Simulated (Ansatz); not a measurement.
One geometry of Li₆Si⁺, several levels of theory.

```yaml
crystal:
  periodic: [false, false, false]
  atoms:
    - {symbol: Li, position_ang: [-0.334449, -1.891085, -0.006340]}
    - {symbol: Li, position_ang: [1.612580, -0.159725, -1.039330]}
    - {symbol: Li, position_ang: [2.534440, -2.128883, 1.204655]}
    - {symbol: Li, position_ang: [-0.545995, 2.694773, -0.935391]}
    - {symbol: Li, position_ang: [0.309117, 0.453476, 1.369114]}
    - {symbol: Li, position_ang: [-2.808457, 0.674659, 0.262978]}
    - {symbol: Si, position_ang: [-0.767227, 0.356775, -0.855687]}
basis:
  gaussian: {orbitals: def2-TZVP, initial_orbitals: start.molden}
total_charge: 1
magnetization: {spin_polarized: true, initial_magnetization: 1}
hamiltonian: {xc: r2scan, dispersion: d4}
scf: {omitted_lower_state_checks: [starts]}
output: {orbitals: {seedname: orbitals}}
```

The file start.molden holds the orbitals of an earlier run on this structure, at another level or in another basis.

```sh
$ ansatz run in.yaml --threads 4 --pin off --events-out ev --progress --plain --max-ram 3916MiB
```

It prints (some lines left out):

```
Functional definition: r2SCAN
1026 factors; their error is unknown
mean field evaluation 1: about -9099.7965 eV, gradient 4.3e0 eV
mean field evaluation 2: about -9099.8401 eV, gradient 8.0e-2 eV
mean field evaluation 4: about -9099.8330 eV, gradient 6.4e-3 eV
mean field evaluation 8: about -9099.8330 eV, gradient 2.7e-5 eV
mean field -9099.83303094 eV, -334.4126957988 hartree, gradient 2.7e-5 eV, S^2 0.795006; 0 other end points of the search recorded, 0 dependent functions left out
reference -9099.83308455 eV, -334.4126977688 hartree; 16, 15 occupied and 105, 106 virtual orbitals, 1026 factors
Total energy: -9099.84947768 eV, -334.4133002054 hartree
Checks for a lower state left out: starts
```

Run time 3.4 s (4 threads of Arm Neoverse V2 on a shared host).

The first input with `gaussian: {orbitals: def2-TZVPP, initial_orbitals: start.molden}`, `correlation: {method: ccsd_t}`, `scf: {omitted_lower_state_checks: [starts, cluster_reference]}` and without the key `hamiltonian` (abridged; 47 s):

```
Functional definition: HF
mean field -9074.87194615 eV, -333.4953928518 hartree, gradient 3.1e-6 eV, S^2 1.099290
5 core orbitals not correlated: weight in the atoms' cores, before any rotation towards them, 1.000 or more for the frozen orbitals, at most 0.000 for the correlated occupied ones
second order -9.60767890 eV of doubles, -0.00000000 eV of singles
cycle   1  -10.58854328 eV  change   -9.8e-1 eV  update   1.1e-1
cycle   2  -10.95548332 eV  change   -3.7e-1 eV  update   5.8e-2
cycle   3  -11.06684019 eV  change   -1.1e-1 eV  update   4.4e-2
cycle   4  -11.06575540 eV  change    1.1e-3 eV  update   2.8e-2
cycle   5  -11.08759998 eV  change   -2.2e-2 eV  update   1.5e-2
cycle   6  -11.10696149 eV  change   -1.9e-2 eV  update   8.7e-3
cycle   7  -11.10548168 eV  change    1.5e-3 eV  update   5.5e-3
cycle   8  -11.10594663 eV  change   -4.6e-4 eV  update   4.1e-3
cycle   9  -11.10871181 eV  change   -2.8e-3 eV  update   2.9e-3
cycle  10  -11.10901878 eV  change   -3.1e-4 eV  update   1.7e-3
cycle  11  -11.10987907 eV  change   -8.6e-4 eV  update   9.5e-4
cycle  12  -11.10937295 eV  change    5.1e-4 eV  update   4.5e-4
cycle  13  -11.10926652 eV  change    1.1e-4 eV  update   2.2e-4
cycle  14  -11.10936695 eV  change   -1.0e-4 eV  update   1.4e-4
cycle  15  -11.10935027 eV  change    1.7e-5 eV  update   8.6e-5
cycle  16  -11.10934470 eV  change    5.6e-6 eV  update   5.3e-5
cycle  17  -11.10933111 eV  change    1.4e-5 eV  update   3.4e-5
cycle  18  -11.10931760 eV  change    1.4e-5 eV  update   1.9e-5
perturbative correction -0.43064018 eV, -0.0158257346 hartree
Total energy: -9086.41190392 eV, -333.9194784780 hartree
Checks for a lower state left out: starts, cluster_reference
```

As the first input, with `gaussian: {orbitals: def2-TZVP}`, `hamiltonian: {xc: pbe0, dispersion: d4}` and without the key `scf` (abridged; 2.5 s):

```
Functional definition: PBE0
mean field evaluation 16: about -9095.0096 eV, gradient 9.9e-3 eV
mean field evaluation 32: about -9094.8596 eV, gradient 9.6e-1 eV
mean field -9095.00963041 eV, -334.2354390986 hartree, gradient 4.5e-5 eV, S^2 0.780244; 6 other end points of the search recorded, 0 dependent functions left out
Total energy: -9095.07948147 eV, -334.2380060778 hartree
```

The first input with `hamiltonian: {xc: pbe, dispersion: d4}` (abridged; 1.4 s):

```
Functional definition: PBE
mean field -9093.67562069 eV, -334.1864151456 hartree, gradient 2.4e-5 eV, S^2 0.762526
Total energy: -9093.75651657 eV, -334.1893880142 hartree
Checks for a lower state left out: starts
```

Geometry: B3LYP-D4/def2-TZVP, that of the neutral singlet.

Correlated methods freeze 5 core orbitals; core or outer-core shells of Li are correlated, in sets that lack core-valence functions. At CCSD(T)/def2-TZVPP T1 of the charge 1 doublet is large (up to 0.056), so the single-reference result is doubtful. At CCSD(T)/def2-TZVPP the charge 1 doublet is spin-contaminated (final ⟨S²⟩ up to 1.10, 0.75 for a pure state). The structure comes from a short search, and lower isomers may exist.
